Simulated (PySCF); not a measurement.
This PySCF input asks for the NMR shieldings of `C[C](=C)[AlH2]`, C₃H₇Al; the geometry comes from GFN2-xTB.

```python
import basis_set_exchange as bse
import numpy as np
from pyscf import gto, dft
from pyscf.prop import nmr

atoms = """
C    -0.348571    1.008991    0.939582
C    -0.123475    0.058108    0.027970
C    -1.222207   -0.472897   -0.850155
Al    1.806731   -0.421041    0.093168
H    -1.311550    1.466380    1.127497
H     0.475715    1.369167    1.552106
H    -0.961830   -0.325811   -1.898690
H    -1.340247   -1.545759   -0.694333
H    -2.173512    0.020039   -0.648418
H     2.690841    0.320311    1.131098
H     2.513529   -1.474817   -0.805788
"""
names = dict.fromkeys(["C", "Al", "H"], "pcSseg-1")
basis = {el: gto.basis.parse(bse.get_basis(n, elements=[el], fmt="nwchem")) for el, n in names.items()}
mol = gto.M(atom=atoms, basis=basis, charge=0, verbose=0)
mf = dft.RKS(mol, xc="PBE0")
mf.grids.level = 2
mf.grids.alignment = dft.numint.BLKSIZE   # the property module wants whole blocks of grid points
mf.conv_tol = 1e-9
mf.kernel()

calc = nmr.RKS(mf)   # GIAO
C = mf.mo_coeff
Co = C[:, mf.mo_occ > 0]
resp = mf.gen_response(singlet=True, hermi=2)
def vind(x):   # induced exchange potential for any number of trial vectors
    d = np.einsum("pi,xij,qj->xpq", C, 2 * x.reshape(-1, C.shape[1], Co.shape[1]), Co, optimize=True)
    return np.einsum("xpq,pi,qj->xij", resp(d - d.transpose(0, 2, 1)), C, Co, optimize=True).ravel()
mo1, _ = nmr.rhf.solve_mo1(calc, with_cphf=vind)
sigma = calc.kernel(mo1)
for i, s in enumerate(sigma):   # ppm
    w = np.linalg.eigvalsh((s + s.T) / 2)
    print("%2d %-2s iso %8.1f  s11 %8.1f  s22 %8.1f  s33 %8.1f" % (i, mol.atom_pure_symbol(i), w.mean(), *w))
```

Q: Give the expected output.

A: 
```
 0 C  iso     37.4  s11    -81.1  s22     53.8  s33    139.5
 1 C  iso     15.9  s11    -99.4  s22    -33.7  s33    180.9
 2 C  iso    158.7  s11    145.8  s22    146.5  s33    183.9
 3 Al iso    290.6  s11    236.8  s22    278.5  s33    356.5
 4 H  iso     24.9  s11     21.5  s22     25.3  s33     27.8
 5 H  iso     25.3  s11     22.7  s22     23.7  s33     29.6
 6 H  iso     29.3  s11     25.8  s22     27.8  s33     34.4
 7 H  iso     29.3  s11     25.9  s22     27.7  s33     34.4
 8 H  iso     29.7  s11     26.6  s22     28.6  s33     33.9
 9 H  iso     26.5  s11     24.5  s22     25.2  s33     29.7
10 H  iso     26.1  s11     23.9  s22     24.5  s33     29.9
```

These numbers come from an equivalent density-fitted implementation of the same equations, which agrees with the script to about 0.01 ppm for H and up to a few tenths of a ppm for heavy atoms, so last digits may differ.

Size and cost of the density-fitted run: 110 basis functions, 12 s wall time on 1 thread of an Arm Neoverse N1, shared host.
